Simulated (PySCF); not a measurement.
Removing an electron from GaH2Br

Species: GaH2Br.
Z-matrix (Å and degrees, PBE0-D3(BJ)/def2-SVP geometry), rows numbered from 1:
```
Ga
H   1  1.5591
H   1  1.5596  2  128.95
Br  1  2.2999  2  115.41  3   179.95
```

Level: CAM-B3LYP/def2-SVPD (PySCF). Frontier orbitals with their largest atomic shares (Löwdin; up to four atoms above 4 %):

```json
{"orbital": "HOMO−3", "ε (eV)": "-11.10", "main atoms": "Ga1 36 %, H3 22 %, H2 21 %, Br4 21 %"}
{"orbital": "HOMO−2", "ε (eV)": "-10.78", "main atoms": "Br4 60 %, Ga1 25 %, H2 8 %, H3 7 %"}
{"orbital": "HOMO−1", "ε (eV)": "-9.91", "main atoms": "Br4 89 %, Ga1 10 %"}
{"orbital": "HOMO", "ε (eV)": "-9.38", "main atoms": "?"}
{"orbital": "LUMO", "ε (eV)": "-1.07", "main atoms": "Ga1 63 %, Br4 17 %, H3 10 %, H2 10 %"}
{"orbital": "LUMO+1", "ε (eV)": "0.43", "main atoms": "Ga1 39 %, Br4 32 %, H3 15 %, H2 15 %"}
{"orbital": "LUMO+2", "ε (eV)": "0.74", "main atoms": "Ga1 79 %, Br4 14 %"}
```

Task: What vertical ionisation energy does ΔSCF give, and how far is −ε(HOMO) from it?

Result: ΔSCF: 10.53 eV (1016 kJ/mol; threshold wavelength 118 nm); ⟨S²⟩ of the doublet left behind is 0.758, against 0.75 for a pure doublet. −ε(HOMO) is 9.38 eV, 1.15 eV below it. For the exact functional −ε(HOMO) would equal the first vertical ionisation energy; CAM-B3LYP (range-separated hybrid) falls short of its own ΔSCF value by 11 %. Holes in the HOMO−1 and HOMO−2 were tried too where these lie within 1.2 eV of the HOMO; the lowest converged state counts.

Task: On which atoms does the HOMO lie?

Result: Br4 (bromine bonded to Ga) 74 %, Ga1 (gallium bonded to Br and 2 H) 14 %, H2 (hydrogen on gallium) 6 %, H3 (hydrogen on gallium) 6 %, so more than half of it is on one atom. The HOMO−1 lies 0.53 eV lower.

Task: And the vertical electron affinity, the fundamental gap, Mulliken's electronegativity and the hardness (with the factor ½)?

Result: EA = 0.24 eV by ΔSCF (−ε(LUMO) = 1.07 eV). IE − EA = 10.29 eV against an orbital gap of 8.31 eV; (IE + EA)/2 = 5.38 eV; (IE − EA)/2 = 5.14 eV.

Task: With α = 52.1 au, estimate the like-pair dispersion coefficient by London's formula C6 = (3/4)α²I.

Result: I = 0.3870 Eh, so C6 ≈ 789 au, a rough estimate.

Task: What kinetic energy would electrons from this vertical process carry with He I light (21.218 eV)?

Result: 21.22 − 10.53 = 10.69 eV.

Task: The lowest singlet excitation (vertical TDDFT, same level) lies at 4.89 eV. How far is it below IE − EA?

Result: IE − EA = 10.29 eV, so by 5.40 eV.

Isolated species at its PBE0-D3(BJ)/def2-SVP geometry, gas phase. The calculation is non-relativistic, for gallium and bromine too.
